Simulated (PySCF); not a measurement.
## The first ionisation energy along group 6

Calculated with PySCF 2.14 from differences of total energies of unrestricted determinants, without spin-orbit coupling. Values in eV. The last column holds reference values (NIST; (s) semi-empirical, (t) theoretical, else measured). Unmarked ones compare directly (S terms, centres of terms, or small fine structure); those marked * lie between the lowest fine-structure levels and include a spin-orbit shift.

```csv
element,configurations,UHF,SCS-MP2 (valence),CCSD (valence),MP2 (valence and next inner shell),SCS-MP2 (valence and next inner shell),CCSD (valence and next inner shell),reference
"Cr (def2-QZVPPD, non-relativistic)",[Ar] 3d5 4s1 → [Ar] 3d5,5.906,6.067,6.414,6.631,6.295,6.566,6.767
"Mo (def2-QZVPPD with the def2 core potential (28 electrons), ECP)",[Kr] 4d5 5s1 → [Kr] 4d5,6.280,6.467,6.870,7.151,6.749,7.039,7.092
"W (def2-QZVPPD with the def2 core potential (60 electrons), ECP)",[Xe] 4f14 5d4 6s2 → [Xe] 4f14 5d4 6s1,5.873,7.478,7.343,7.465,7.607,7.416,7.825
```

```csv
method,elements,mean error (eV),mean absolute error (eV),largest error (eV)
UHF,3,-1.208,1.208,-1.952
SCS-MP2 (valence),3,-0.557,0.557,-0.699
CCSD (valence),3,-0.352,0.352,-0.482
MP2 (valence and next inner shell),3,-0.146,0.185,-0.360
SCS-MP2 (valence and next inner shell),3,-0.345,0.345,-0.471
CCSD (valence and next inner shell),3,-0.221,0.221,-0.409
```

Errors include the incompleteness of the basis and the frozen core.

"Valence" correlates the outer s and p shells and, in groups 3 to 12 and the f block, the outer d or f shell, open or full, or the next shell where the ion has no valence electron left; the wider scheme adds the next inner shell.
